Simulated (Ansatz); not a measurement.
Born–Oppenheimer molecular dynamics of ClH$_{3}$OSn (6 atoms, charge 0, multiplicity 1). It starts from a relaxed structure.

Theory: RKS r2SCAN/def2-SVP (Ansatz).

* ensemble: NVE (velocity Verlet)
* time step: 0.5 fs
* steps asked: 300
* starting velocities drawn for: 1000 K
* masses: H 3.016 u
* seed: 59372

Frames 5 fs apart, positions in Å, forces in eV/Å.

Velocities at 50 fs (Å/ps):

```
Sn -1.12 -0.40 -1.51
H 3.65 27.91 0.50
O -0.32 0.60 2.77
H 5.03 14.16 -13.19
Cl 2.81 -1.12 3.56
H 4.14 -16.51 15.48
```

```xyz
6
Properties=species:S:1:pos:R:3:forces:R:3 time_fs=50 energy_less_start_eV=0.179 T=655
Sn -0.041 -0.147 0.174 -0.37 -0.60 -0.34
H -0.051 -0.309 1.922 -0.03 0.39 -0.65
O 1.844 -0.304 -0.397 0.21 0.19 -0.16
H 1.926 0.017 -1.315 0.02 -0.11 0.31
Cl -0.804 1.760 -1.046 0.08 0.00 0.47
H -0.940 -1.346 -0.713 0.09 0.13 0.37
6
Properties=species:S:1:pos:R:3:forces:R:3 time_fs=55 energy_less_start_eV=0.126 T=758
Sn -0.047 -0.150 0.166 -0.09 -0.54 -0.20
H -0.034 -0.156 1.900 -0.07 0.24 -0.42
O 1.845 -0.297 -0.392 0.37 0.70 -1.56
H 1.947 0.068 -1.328 -0.17 -0.66 1.68
Cl -0.790 1.754 -1.027 -0.05 0.11 0.25
H -0.916 -1.423 -0.622 0.01 0.15 0.25
6
Properties=species:S:1:pos:R:3:forces:R:3 time_fs=60 energy_less_start_eV=0.084 T=838
Sn -0.053 -0.153 0.158 0.41 -0.41 -0.25
H -0.023 0.017 1.846 -0.07 0.12 0.06
O 1.851 -0.283 -0.403 -0.38 -0.93 2.32
H 1.960 0.083 -1.248 0.33 0.93 -2.20
Cl -0.776 1.749 -1.006 -0.19 0.24 0.00
H -0.892 -1.488 -0.511 -0.10 0.06 0.07
6
Properties=species:S:1:pos:R:3:forces:R:3 time_fs=65 energy_less_start_eV=0.056 T=892
Sn -0.058 -0.158 0.149 0.63 -0.31 -0.03
H -0.017 0.199 1.795 -0.08 0.00 0.29
O 1.852 -0.277 -0.392 0.11 0.32 -0.77
H 1.990 0.144 -1.275 -0.15 -0.41 0.84
Cl -0.763 1.746 -0.985 -0.34 0.39 -0.29
H -0.875 -1.549 -0.394 -0.16 0.01 -0.04
6
Properties=species:S:1:pos:R:3:forces:R:3 time_fs=70 energy_less_start_eV=0.125 T=758
Sn -0.062 -0.163 0.141 0.76 -0.18 0.60
H -0.018 0.379 1.764 -0.09 -0.27 0.00
O 1.855 -0.268 -0.387 0.19 0.47 -1.24
H 2.011 0.184 -1.264 -0.28 -0.65 1.27
Cl -0.753 1.746 -0.966 -0.46 0.52 -0.56
H -0.871 -1.607 -0.280 -0.10 0.11 -0.07
6
Properties=species:S:1:pos:R:3:forces:R:3 time_fs=75 energy_less_start_eV=0.260 T=499
Sn -0.065 -0.169 0.133 0.86 0.00 1.17
H -0.026 0.537 1.732 -0.07 -0.62 -0.30
O 1.858 -0.256 -0.394 -0.66 -1.50 2.21
H 2.018 0.191 -1.188 0.41 1.25 -2.20
Cl -0.746 1.749 -0.951 -0.55 0.58 -0.78
H -0.874 -1.657 -0.172 0.02 0.28 -0.10
6
Properties=species:S:1:pos:R:3:forces:R:3 time_fs=80 energy_less_start_eV=0.329 T=364
Sn -0.065 -0.174 0.128 0.69 0.22 1.39
H -0.040 0.647 1.679 -0.05 -0.78 -0.23
O 1.855 -0.260 -0.381 0.25 0.41 -1.28
H 2.041 0.259 -1.216 -0.37 -0.74 1.23
Cl -0.743 1.756 -0.942 -0.58 0.56 -0.94
H -0.877 -1.685 -0.071 0.06 0.34 -0.17
6
Properties=species:S:1:pos:R:3:forces:R:3 time_fs=85 energy_less_start_eV=0.371 T=284
Sn -0.065 -0.179 0.125 0.63 0.41 1.15
H -0.058 0.697 1.610 -0.01 -0.67 0.21
O 1.855 -0.260 -0.381 0.17 0.13 -0.87
H 2.044 0.287 -1.180 -0.26 -0.50 0.77
Cl -0.743 1.767 -0.938 -0.56 0.42 -0.98
H -0.876 -1.688 0.015 0.02 0.21 -0.27
6
Properties=species:S:1:pos:R:3:forces:R:3 time_fs=90 energy_less_start_eV=0.438 T=154
Sn -0.063 -0.183 0.125 0.64 0.57 0.65
H -0.076 0.694 1.559 0.03 -0.36 0.76
O 1.855 -0.263 -0.389 -0.56 -1.81 1.69
H 2.032 0.295 -1.109 0.44 1.44 -1.83
Cl -0.748 1.780 -0.941 -0.47 0.19 -0.90
H -0.873 -1.675 0.080 -0.07 -0.04 -0.37
6
Properties=species:S:1:pos:R:3:forces:R:3 time_fs=95 energy_less_start_eV=0.415 T=199
Sn -0.059 -0.186 0.127 0.38 0.82 0.49
H -0.093 0.662 1.566 0.04 -0.20 0.86
O 1.850 -0.284 -0.382 0.44 0.82 -1.58
H 2.040 0.373 -1.126 -0.38 -1.17 1.37
Cl -0.755 1.795 -0.951 -0.34 -0.09 -0.72
H -0.876 -1.664 0.115 -0.15 -0.19 -0.43
6
Properties=species:S:1:pos:R:3:forces:R:3 time_fs=100 energy_less_start_eV=0.304 T=412
Sn -0.056 -0.188 0.129 0.15 1.10 0.82
H -0.105 0.612 1.637 0.06 -0.35 0.30
O 1.850 -0.297 -0.393 0.06 -0.05 -0.48
H 2.028 0.385 -1.068 -0.01 -0.23 0.25
Cl -0.765 1.810 -0.965 -0.17 -0.40 -0.44
H -0.889 -1.667 0.116 -0.08 -0.09 -0.44
6
Properties=species:S:1:pos:R:3:forces:R:3 time_fs=105 energy_less_start_eV=0.278 T=463
Sn -0.051 -0.187 0.133 -0.12 1.12 1.15
H -0.113 0.535 1.732 0.08 -0.45 -0.35
O 1.850 -0.315 -0.410 -0.50 -1.59 0.97
H 2.017 0.393 -0.999 0.49 1.42 -1.19
Cl -0.776 1.821 -0.982 -0.01 -0.65 -0.15
H -0.908 -1.675 0.082 0.07 0.16 -0.42
```

Of the whole run (150 fs, mean temperature of the second half 483 K): The conserved energy stayed within 0.14 meV per atom of its start (net change 0.011 meV per atom), so the integration is sound. Over the second half the temperature averaged 0.48 of the 1000 K drawn at the start: a run that starts near a minimum puts about half its kinetic energy into the potential. A run of 0.15 ps of so small a system gives no equilibrium averages.

Time of the run: 7.1 min on 1 thread of AMD EPYC 9R45 96-Core Processor (Zen 5), with other jobs on the host, peak memory 0.15 GiB.
